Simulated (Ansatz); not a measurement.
Program: Ansatz. Geometries: PBE0-D4/def2-TZVP. ΔE: electronic, gas phase. CBS: MP2 limit from def2 TZ/QZ plus the TZ coupled-cluster correction, frozen cores. DFT in def2-TZVPP. B3LYP here is the variant with VWN-RPA as its local correlation; programs differ in this. One conformer a species, not always the lowest.

Consider the ligand exchange at a B–C bond: `BCC(=N)N` + `CCN[SiH2]Cl` → `BN(CC)[SiH2]Cl` + `CC(=N)N`.

```csv
level,ΔE (kJ/mol),difference from CCSD(T)/CBS
PBE-D4,-131.4,3.6
B3LYP-D4,-134.6,0.4
ωB97X-V,-130.3,4.7
ωB97M-V,-132.7,2.3
B2PLYP,-134.8,0.2
r2SCAN,-131.5,3.5
PBE0,-128.3,6.7
B3LYP,-130.8,4.2
MP2/def2-QZVPP,-138.2,-3.2
CCSD/CBS(def2),-132.3,2.7
CCSD(T)/CBS,-135.0,0
```

Largest T1 diagnostic among the species: 0.013.

The D4 term adds −3.8 kJ/mol with B3LYP and −2.1 kJ/mol with PBE0; it sums over pairs of atoms, weighted by their polarisabilities, and B3LYP, whose exchange is more repulsive, gets the larger term. In def2-TZVPP, CCSD(T) changes the Hartree–Fock value by −11.8 kJ/mol (the triples alone add −2.7 kJ/mol) and MP2 by −13.9 kJ/mol.
